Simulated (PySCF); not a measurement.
# Spin states and ions at one geometry of [BiCl4]−

PySCF 2.14.0, RKS PBE, Bi def2-SVP with ECP60, Cl def2-SVP; non-relativistic Hamiltonian with scalar-relativistic core potentials where named; density fitting; no spin-orbit coupling; singlets restricted, open shells unrestricted. The geometry is relaxed for charge -1, singlet, vacuum:

```xyz
5

Bi    0.0000    0.0000    0.4792
Cl    2.4822    0.0000   -0.3280
Cl    0.0000    2.4822   -0.3280
Cl   -2.4822    0.0000   -0.3280
Cl    0.0000   -2.4822   -0.3280
```

Energies count from the relaxed state; an electron taken off or put on is at rest in vacuum. Charges and spins are Mulliken's.

```tsv
state	energy (eV)	spin squared	charge on Bi1 (e)	spin on Bi1 (e)	dipole about the centre of mass (D)
charge -1, singlet, vacuum	0.00	0.00	0.75	0.00	4.26
charge 0, doublet, vacuum	4.52	0.75	0.89	-0.05	2.74
```

Q: What does the state charge -1, triplet, vacuum give?

A: energy (eV) 2.69, spin squared 2.00, charge on Bi1 (e) 0.48, spin on Bi1 (e) 0.78, dipole about the centre of mass (D) 2.91.

With an electron taken off (doublet) the charges change, summed by element, by Bi +0.14 e, Cl +0.86 e. The vertical ionisation energy is 4.52 eV, against −ε(HOMO) = 1.87 eV of the relaxed state. The level lies 2.6 eV too high, as is usual for semilocal functionals and global hybrids, which keep a self-interaction error.

Open shells may have lower solutions than those found.

A frequency check found unstable modes (1, the lowest at -49 cm⁻¹), so the relaxed geometry is probably a saddle point.
